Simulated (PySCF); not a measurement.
cyclopentene (C5H8), SMILES C1=CCCC1. Geometry: B3LYP-D3(BJ)/def2-SVP. The values are those of a single conformer.

Computed equilibrium geometry at B3LYP-D3(BJ)/def2-SVP (PySCF confirms it by a frequency run) as a Z-matrix, and its point group (one conformer of several):
point group Cs.
```
C
H 1 1.1002
H 1 1.1019 2 107.15
C 1 1.5486 2 113.05 3 -120.18
H 4 1.1030 1 112.68 2 92.64
H 4 1.1072 5 106.07 1 122.71
C 4 1.5114 5 113.19 6 120.94
C 7 1.3385 4 111.85 5 135.55
H 7 1.0931 8 125.01 4 -177.35
H 8 1.0931 7 125.01 9 0.00
C 8 1.5114 10 123.08 7 177.06
H 11 1.1030 8 113.19 10 47.04
H 11 1.1072 12 106.07 8 120.94
```
Charge 0, spin multiplicity 1.
